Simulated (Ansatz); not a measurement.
Question: Name a neutral molecule of Al, C, Cl and H with zero-point energy (PBE0-D4/def2-TZVP) between 91 and 107 kJ/mol and LUMO energy (PBE0/def2-TZVPP) between -1.05 and -0.75 eV (Ansatz, PBE0-D4/def2-TZVP geometry).

Answer: `Cl[CH2][AlH][Cl]` (94.9 kJ/mol, -0.79 eV). Other molecules can fit too; these were computed, each in one conformer that needn't be the lowest.
